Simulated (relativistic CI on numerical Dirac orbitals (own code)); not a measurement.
Calculated at this level of theory: Dirac-Coulomb-Breit CI, orbitals from a KLI potential per configuration, model QED, unscaled Slater integrals (own radial code, finite nucleus).

The strongest absorption lines from the ground level of an ion, among the configurations computed and to levels below about 544 eV (vacuum wavelength in nm, gf): 3.0575 (0.86), 4.1207 (0.67), 4.1997 (0.2), 4.2160 (0.16), 4.2641 (0.6), 4.2920 (0.27), 4.3857 (0.097), 4.3923 (0.19).

Which ion is it?
A. Ce XXXVIII
B. Sm XLII
C. Yb L
D. Dy XLVI

B. Sm XLII has 21 electrons and the ground level 3s2 3p6 3d3 4F_3/2; the strongest line goes to 3s2 3p5 3d4 4D°_1/2. The pattern of lines fixes the number of electrons, and along that sequence the line energies rise steadily with the charge (about as its square where n changes within one kind of shell, about linearly where n is kept but much faster in heavy ions where fine structure, which grows about as Z⁴, sets the gap, and irregularly where shells cross), which fixes Z. Configurations outside the model, such as inner-shell arrays, can give stronger lines. At this charge energies of transitions that change n are usually good to better than 1 %, and those within a shell (Δn = 0) to a few per cent.

LS names give the leading component of a level, which can be under half, so a name can repeat, a term be missing and a line seem to break the LS rules.
